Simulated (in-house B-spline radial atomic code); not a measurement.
Results of a calculation; reference values are marked as such.
**Rh in an electron gas of r_s = 3.3: phase shifts, screening and friction**

A nucleus sits in a uniform electron gas with a rigid positive background. The Kohn-Sham equations are solved self-consistently in the spin-unpolarised LDA (PW92), non-relativistic, on B-splines with outgoing waves at the boundary and partial waves to l = 8. The model has no lattice, no bands and no magnetic solution. Atomic units; δ_l are the phase shifts at the Fermi level, counted so that each bound state adds π, and good to about 0.0005.

The density parameter is r_s = 3.3 bohr.

```tsv
l	δ_l (rad)
0	12.6168
1	9.4234
2	5.9767
3	-0.0124
4	-0.0001
5	-0.0001
6	-0.0001
7	-0.0002
8	-0.0001
```

Bound levels below the band bottom (hartree): s -20.37, p -17.02, d -10.82, s -2.435, p -1.419 and deeper ones.

Q: Check the Friedel sum rule, and say where the screening charge sits.

A: k_F = (9π/4)^(1/3)/r_s = 0.58156. The rule is Z = (2/π) Σ (2l + 1) δ_l. The terms are s 8.032, p 17.997, d 19.024, f -0.055 and -0.005 beyond, in all 44.994 against Z = 45. Bound states hold 8 s, 18 p, 10 d electrons, so the scattering states carry 8.99 in all.

Q: Find the transport cross section and the electronic stopping of a 5 keV Rh ion (mass 102.91 u).

A: σ_tr = (4π/k_F²) Σ (l + 1) sin²(δ_l − δ_(l+1)). The terms for l = 0 to 3 are 0.0027, 0.1805, 0.2521, 0.0006, all together 0.4358, so σ_tr = 37.155 × 0.4358 = 16.193 bohr². With n = 3/(4π r_s³) = 0.006643, the friction coefficient is Q = n k_F σ_tr = 0.0626. For v well below v_F = 0.582, dE/dx = Q v; with 24801 eV per u at v = 1, v = √(5000/(24801 × 102.91)) = 0.0443, so dE/dx = 0.00277 hartree/bohr = 1.42 eV/nm. The largest term couples the d and f waves.
